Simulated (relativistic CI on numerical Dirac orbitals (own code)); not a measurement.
# Spin-allowed bands of a d8 ion in an octahedral site, by hand

Problem. A d8 ion in an octahedral site has a 3A2 ground term and spin-allowed bands at ν1 = 10100 and ν2 = 16605 cm⁻¹ (from a computed ligand-field model). Find Δ and the Racah parameter B, and predict the third band.

Working.
1. The F term splits into A2 (−1.2Δ), T2 (−0.2Δ) and T1 (+0.6Δ), so ν1 = E(T2) − E(A2) = Δ = 10100 cm⁻¹.
2. T1(F) mixes with T1(P), which lies at 15B, through an element 0.4Δ. The two roots, counted from A2, are ν2,3 = ½(15B + 3Δ) ∓ ½√[(15B − Δ)² + 12BΔ].
3. Solving the lower root for B gives B = (2ν1² + ν2² − 3ν1ν2)/(15ν2 − 27ν1) = -23385475/-23625 = 990 cm⁻¹.
4. The sum of the roots is 15B + 3Δ, so ν3 = 15B + 3ν1 − ν2 = 28543 cm⁻¹ (350 nm).

Check. The bands were computed by exact diagonalisation of the d8 shell with B = 990 and Δ = 10100 cm⁻¹, which gives ν3 = 28545 cm⁻¹. C does not enter the terms of highest spin.
